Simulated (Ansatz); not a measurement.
Two spin states of AlCu, each at its own minimum; 2S+1 = 1, 3 were tried, and the measured ground state has 1. No spin–orbit coupling. Cu is treated without relativity.

```csv
level,energy of the multiplicity-3 state above the multiplicity-1 state (eV)
PBE/def2-TZVPP,1.221
PBE0/def2-TZVPP,0.976
wB97X-V/def2-TZVPP,1.086
CCSD/def2-TZVPP,1.001
CCSD(T)/def2-TZVPP,1.117
```

The rows run from 0.976 (PBE0/def2-TZVPP) to 1.221 eV (PBE/def2-TZVPP). The 3 functionals in def2-TZVPP without D3 or D4 span 0.245, from PBE0 to PBE.

Each state is the lowest solution found for its spin in def2 and cc sets. The singlet is a restricted closed-shell determinant, which can mix singlet states where a π or δ shell is part-filled.

Correlated levels freeze the inner cores; with def2 sets outer-core shells near the valence are correlated too.

Doubts at one or more of the structures used: a restricted determinant that unrestricted orbitals would lower (CCSD/def2-TZVPP, CCSD(T)/def2-TZVPP).

Programs: Ansatz (Gaussian orbitals). Each number belongs to the level named beside it.

Ansatz is a first-principles code.
